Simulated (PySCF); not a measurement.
Species: C7H12N (doublet state).
Z-matrix (Å and degrees, GFN2-xTB geometry), rows numbered from 1:
```
C 
C   1  1.5250
C   2  1.4961  1  111.10
C   3  1.3221  2  125.25  1  -139.40
C   4  1.4960  3  123.08  2    -0.35
C   5  1.5229  4  111.07  3   -15.12
C   6  1.5370  5  110.80  4    48.31
N   7  1.3878  2  109.03  1   -62.59
H   1  1.0863  2  109.83  3   175.41
H   1  1.0884  2  110.15  3   -64.34
H   1  1.0878  2  110.40  3    55.64
H   2  1.0971  1  108.83  3   120.66
H   3  1.0823  2  114.39  1    39.47
H   4  1.0813  3  120.60  2   178.71
H   5  1.0955  4  108.94  3   106.18
H   5  1.0933  4  109.66  3  -137.04
H   6  1.0934  5  109.86  4   -72.28
H   6  1.0925  5  110.16  4   168.68
H   7  1.1000  2  105.31  1    52.72
H   8  1.0189  7  111.54  2   -92.26
```

The hyperfine couplings belong to this conformer and change with its torsions.

As a line formula: `C[C@@H]1C=CCC[C@H]1[NH]` [radical].

Method: UKS B3LYP, pcH-1 on C H N, non-relativistic, mean-field spin-orbit, GIAO in PySCF 2.14.0. Isolated species at its GFN2-xTB geometry (one conformer only). A GFN2-xTB geometry isn't a minimum of the functional, and hyperfine couplings can be far from their values at a DFT geometry. Stability of the SCF solution: not tested.

**Question.** Where do the isotropic ENDOR lines of C2, C7, C6, N8, H20, H19, H13, H12 and H16 fall at 340.3 mT, to first order?

**Answer.** For S = 1/2 in fast tumbling each set of equivalent nuclei gives two lines, ν± = |νn ± a/2| to first order, with νn = g_N μN B/h and μN/h = 7.62259 MHz/T.

```csv
nuclei,isotope,g_N,νn (MHz),a_iso (MHz),lower line (MHz),upper line (MHz)
C2,13C,1.4048,3.64,89.35,41.03,48.32
C7,13C,1.4048,3.64,-34.81,13.76,21.05
C6,13C,1.4048,3.64,16.83,4.77,12.06
N8,14N,0.4038,1.05,30.32,14.11,16.21
H20,1H,5.5857,14.49,-57.12,14.07,43.05
H19,1H,5.5857,14.49,50.22,10.62,39.60
H13,1H,5.5857,14.49,16.18,6.40,22.58
H12,1H,5.5857,14.49,-7.11,10.94,18.04
H16,1H,5.5857,14.49,5.62,11.68,17.30
```

The rows for 13C, of low natural abundance, apply to labelled samples.

**Question.** Which pairs are centred on the nuclear Larmor frequency, and which on half the coupling?

**Answer.** Centred on νn, since |a| < 2νn: H13, H12 and H16. Centred on |a|/2 and split by 2νn: C2, C7, C6, N8, H20 and H19.

**Question.** At what field would the lower line of H20 fall to zero frequency?

**Answer.** Where νn = |a|/2, that is B = 28.56 MHz/(5.5857 × 7.62259 MHz/T) = 671 mT, as far as first order holds there.

Couplings of abundant isotopes left out: H18 (-2.9 MHz), H17 (-2.2 MHz) and H9/H10/H11 (0.9 MHz).

The Mulliken spin populations are largest on N8 (+0.95), C2 (+0.10) and C7 (-0.08). N8 is the only atom above +0.15. The positive populations add up to 1.11 and the negative ones to -0.11, together 2S = 1.
